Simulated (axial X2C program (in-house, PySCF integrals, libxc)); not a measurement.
Excited states of SrBr⁻ by EOM-EE-CCSD

Computed with an in-house all-electron X2C program for linear molecules (integrals from PySCF): two-component X2C with atomic mean-field Coulomb and Gaunt terms, Gaussian nuclei, basis Sr dyall-acv3z, Br dyall-acv3z with contracted cores.

R = 2.864 Å (near the PBE0 minimum at charge -1 of the determinant lowest at the starting distance; the state shown can have its own minimum elsewhere).

Hartree–Fock spinors of SrBr⁻ (one of each Kramers pair; a window near the gap, which can cut inner shells):

| ω | occupied | ε (eV) | character |
| --- | --- | --- | --- |
| 3/2 | yes | -25.45 | 100% Sr p |
| 1/2 | yes | -22.25 | 81% Br s, 8% Sr p, 5% Sr d |
| 1/2 | yes | -7.24 | 88% Br p, 5% Sr d, 3% Sr p |
| 1/2 | yes | -6.63 | 90% Br p, 4% Sr d, 3% Sr f |
| 3/2 | yes | -6.39 | 90% Br p, 4% Sr d, 4% Sr f |
| 1/2 | yes | -0.86 | 76% Sr s, 14% Sr p, 4% Br p |
| 1/2 | no | 1.81 | 100% Sr p |
| 3/2 | no | 1.81 | 100% Sr p |
| 1/2 | no | 1.86 | 99% Sr p |
| 1/2 | no | 2.21 | 98% Sr s |
| 1/2 | no | 3.29 | 93% Sr p, 3% Sr d, 2% Br p |
| 3/2 | no | 3.30 | 93% Sr p, 3% Sr d, 2% Br p |

Vertical excitation energies from the closed-shell determinant state of SrBr⁻:

```
 Ω  excitation (eV)   cm⁻¹  hole of the leading pair     particle of the leading pair  weight of the pair (for Ω = 0 its time-reversed partner can hold as much again)  singles weight
0⁻            0.981   7914      76% Sr sσ, 15% Sr pσ             85% Sr pπ, 13% Sr dπ                                                                             0.49            0.97
0⁺            0.981   7915      76% Sr sσ, 15% Sr pσ             85% Sr pπ, 13% Sr dπ                                                                             0.49            0.97
 1            0.985   7947      76% Sr sσ, 15% Sr pσ             85% Sr pπ, 13% Sr dπ                                                                             0.49            0.97
 2            0.989   7980      76% Sr sσ, 15% Sr pσ             84% Sr pπ, 13% Sr dπ                                                                             0.97            0.97
 1            1.339  10799      76% Sr sσ, 15% Sr pσ  59% Sr pσ, 19% Sr sσ, 18% Sr dσ                                                                             0.97            0.97
0⁻            1.339  10799      76% Sr sσ, 15% Sr pσ  59% Sr pσ, 19% Sr sσ, 18% Sr dσ                                                                             0.48            0.97
 1            1.514  12209      76% Sr sσ, 15% Sr pσ                        99% Sr pπ                                                                             0.47            0.93
0⁺            1.546  12470      76% Sr sσ, 15% Sr pσ             69% Sr pσ, 28% Sr sσ                                                                             0.47            0.94
0⁻            1.549  12490      76% Sr sσ, 15% Sr pσ  68% Sr sσ, 21% Sr pσ, 10% Sr dσ                                                                             0.48            0.96
 1            1.549  12490      76% Sr sσ, 15% Sr pσ  68% Sr sσ, 21% Sr pσ, 10% Sr dσ                                                                             0.96            0.96
```

This point took 55 s on 1 thread of Arm Neoverse V2 (shared host).

Reference electrons by ω block (each with its −ω partner): 1/2: 25, 3/2: 10, 5/2: 2. 18 electrons of SrBr⁻ correlated (inner shells frozen), 84 natural virtual spinors (a truncated set); levels can be off by some tenths of an eV. Roots sought by Ω: (0: 5, 1: 4, 2: 3, 3: 1); rows need 60 % singles weight and stop where some Ω has no more roots. Missing are any skipped roots, higher Ω and states of a further excitation; these come out far too high here and may in truth be low or lowest. T1 of the reference 0.022 (Lee–Taylor). The highest Hartree–Fock level of the anion lies at -0.86 eV; relaxation, partly offset by correlation, puts the detachment threshold some tenths of an eV to over one eV lower in magnitude, and states above it are held by the basis set and are not bound; that holds for every row here. Number of frozen shells: Sr 3 s, 2 p, 1 d; Br 3 s, 2 p, 1 d.
